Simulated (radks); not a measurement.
Effect of the nuclear size on the magnesium ion Mg+, [Ne] 3s1. All-electron calculation, Dirac Kohn-Sham, PBE, spin-unpolarised, spherical densities, finite nucleus; Fermi nuclear charge, rms radius 3.057 fm. Program: a radial shooting solver on a logarithmic mesh with Libxc functionals. The rms radius is varied about that value; shifts are against it.

rms radius (fm)  total energy shift (eV)  density at nucleus (e/bohr^3)  1s1/2 shift (meV)
2.7238                         -0.000545                           1161             -0.226
2.8369                         -0.000367                           1161             -0.152
3.057                                  0                           1160              0.000
3.3413                          0.000514                           1159              0.213
3.7754                           0.00139                           1158              0.575

Slopes of the eigenvalues against <r^2> in GHz/fm^2, as finite differences over the two radii next to the reference (eigenvalue slopes, not the field-shift constants of lines): 1s1/2 28.3.
